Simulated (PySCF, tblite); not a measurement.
Isomers of H9NO3Si3, one GFN2-xTB conformer each. Single-point energies are computed at PBE0/pcSseg-1 (PySCF, gas phase, no added dispersion term), electronic only.

Task: Rank them by PBE0/pcSseg-1 energy, lowest first (kcal/mol).
A. `[OH:1][SiH2:2][N:3]([SiH2:4][OH:5])[SiH2:6][OH:7]` with H–O1–Si2–N3 4°, O1–Si2–N3–Si4 -4°, Si2–N3–Si4–O5 0°, N3–Si4–O5–H -179°, Si2–N3–Si6–O7 180°
B. `[NH2:1][Si@H:2]([O:3][SiH3:4])[O:5][SiH2:6][OH:7]` with H–N1–Si2–O3 -52° and 174°, N1–Si2–O3–Si4 -96°, N1–Si2–O5–Si6 80°, Si2–O5–Si6–O7 -21°, O5–Si6–O7–H -25°
C. `[NH2:1][Si:2]([OH:3])([O:4][SiH3:5])[O:6][SiH3:7]` with H–N1–Si2–O3 -169° and 57°, N1–Si2–O3–H 59°, N1–Si2–O4–Si5 -165°, N1–Si2–O6–Si7 139°

Result: C (0.0), B (1.8), A (28.5).

As drawn, the lowest has an N–H bond, which the highest lacks. Neighbours under 2.5 kcal/mol apart (N[Si](O)(O[SiH3])O[SiH3] and N[Si@H](O[SiH3])O[SiH2]O) can change places with a better method, another conformer or zero-point energy. GFN2-xTB itself gives, in the same order: 6.5, 0.0, 37.8. GFN2-xTB puts N[Si@H](O[SiH3])O[SiH2]O lowest instead; measured from each level's own lowest isomer, the values differ by up to 9.3 kcal/mol (O[SiH2]N([SiH2]O)[SiH2]O: 37.8 against 28.5).

Task: Which frontier levels, dipoles and rotational constants go with these structures?

Result: 
| SMILES | HOMO (eV, PBE0/pcSseg-1) | LUMO (eV) | dipole (D) | A, B, C (MHz) |
| --- | --- | --- | --- | --- |
| N[Si](O)(O[SiH3])O[SiH3] | -7.61 | -0.02 | 0.70 | 1457, 1273, 837.2 |
| N[Si@H](O[SiH3])O[SiH2]O | -7.91 | 0.27 | 2.15 | 1672, 1186, 845.0 |
| O[SiH2]N([SiH2]O)[SiH2]O | -7.45 | 0.05 | 3.52 | 2068, 1176, 770.4 |

Task: What happens when harmonic zero-point energies from GFN2-xTB frequencies are added?

Result: 
```
                  SMILES  ZPE (kcal/mol)  electronic (kcal/mol)  with ZPE (kcal/mol)
N[Si](O)(O[SiH3])O[SiH3]            60.7                    0.0                  0.0
N[Si@H](O[SiH3])O[SiH2]O            61.1                    1.8                  2.2
O[SiH2]N([SiH2]O)[SiH2]O            61.0                   28.5                 28.8
```

The zero-point energies span 0.4 kcal/mol. The order is unchanged.
